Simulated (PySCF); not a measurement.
H2BrFSi, SMILES F[SiH2]Br at its PBE/def2-SVP optimised geometry (Å):

```
5

F      1.1874    -0.7118     0.0000
Si    -0.4455    -0.7118     0.0000
Br    -1.1874     1.3849     0.0000
H     -0.9153    -1.3847     1.2496
H     -0.9132    -1.3849    -1.2502
```

Computed with PBE/def2-TZVP run with PySCF.

Map of the log10 of the electron density (e/bohr³), floored at −4 on the plane z = 1.5 Å:

```
|00000000000000000000000000000|
|00000011122111000000000000000|
|00001122233222110000000000000|
|00011233344333211000000000000|
|00112344444443321000000000000|
|00123445555554332100000000000|
|01223455666655432100000000000|
|01234556666665433210000000000|
|01234556676665443210000000000|
|01234556676665543210000000000|
|01234556666665443210000000000|
|01234455666655443221000000000|
|01123445566555443322110000000|
|00123345555555443333221000000|
|00112344555655544433322100000|
|00012344566666554444332100000|
|00012345667776655444433200000|
|00012345678887655444433210000|
|00012356789987665444432200000|
|00012456799998765444332100000|
|00012456799987654433322100000|
|00012346788887654332211000000|
|00001345677776543221100000000|
|00001234566665433210000000000|
|00000123445544322100000000000|
|00000012333333211000000000000|
|00000001122221100000000000000|
|00000000001100000000000000000|
|00000000000000000000000000000|
```
Scale: ten equal steps from -4.00 (start of '0') to -0.903 (end of '9'), in the order '0123456789'; x runs from -3.50 to 3.50, y from -3.50 (bottom) to 3.50 (top).
